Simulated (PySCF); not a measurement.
Labels have come off several samples. The candidates:

A. `InChI=1S/C6H12OSi2/c7-5-1-4(2-5)6(9)3-8/h3-4H,1-2H2,8-9H3/b6-3-`
B. `O=C(O)C1([C@H]2C=C[SiH2]2)CC1`
C. `C=CC1=CC=C(CO)O[SiH2]1`

Spectrum 1. ¹H NMR (300 MHz, computed): δ 6.84 (m, 1H), 6.48 (m, 1H), 5.93 (br s, 1H), 5.13 (m, 1H), 4.76 (m, 1H), 2.78 (m, 1H), 1.71 (m, 1H), 1.23 (m, 1H), 1.10 (m, 1H), 0.90 (m, 1H). ¹³C{¹H} NMR (computed): δ 185.3 (C), 158.0 (CH), 154.1 (CH), 40.6 (CH), 26.1 (C), 18.7 (CH2), 15.8 (CH2).

Spectrum 2. ¹H NMR (300 MHz, computed): δ 6.87 (d, 1H), 6.80 (m, 1H), 6.02 (s, 2H), 5.31 (m, 1H), 5.22 (d, 1H), 4.75 (m, 1H), 4.57 (s, 2H), 1.91 (br s, 1H). ¹³C{¹H} NMR (computed): δ 165.7 (C), 149.9 (CH), 148.8 (CH), 126.3 (C), 119.1 (CH2), 103.1 (CH), 68.0 (CH2).

Spectrum 3. ¹H NMR (300 MHz, computed): δ 6.79 (q, 1H), 4.28 (s, 3H), 4.24 (d, 3H), 3.19 (m, 2H), 3.12 (m, 1H), 2.96 (m, 2H). ¹³C{¹H} NMR (computed): δ 209.0 (C), 171.4 (C), 141.5 (CH), 53.2 (CH2), 36.7 (CH).

[PySCF 2.14: NMR shieldings at PBE0/pcSseg-1/GIAO; GFN2-xTB structure; non-relativistic; one computed conformer; fast rotation and ring inversion assumed for equivalent nuclei; no solvent]

Referencing at the same level of theory: ¹H, ¹³C against TMS. Where no couplings were computed, multiplicities follow the n + 1 count of equivalent neighbours, and m marks all less simple cases (inequivalent or close neighbours, rings, F or P nearby). Acid and N–H amide carbonyl carbons lie up to 10 ppm further downfield in solution (hydrogen bonding). Shifts are as computed. Against solution values, carbons near 30 ppm lie about +3 ppm off and those near 130 ppm about +5 ppm. Of 1309 compounds with measured shifts, 239 miss one by over three times the rms of a fit or turn the order of signals round; such compounds aren't used in these exercises. OH and NH positions are gas-phase values without hydrogen bonding to other molecules.

Match each spectrum to its structure.

## Answers

1–B, 2–C, 3–A.

- Spectrum 1 (B): 7 ¹³C signals; δC 185.3 is a carboxylic acid carbon; δC 158.0 is an alkene CH.
- Spectrum 2 (C): 7 ¹³C signals; δC 165.7 is an alkene carbon bearing oxygen; δC 149.9 is an alkene CH.
- Spectrum 3 (A): 5 ¹³C signals; δC 209.0 is a ketone carbonyl carbon; δC 141.5 is an alkene CH.
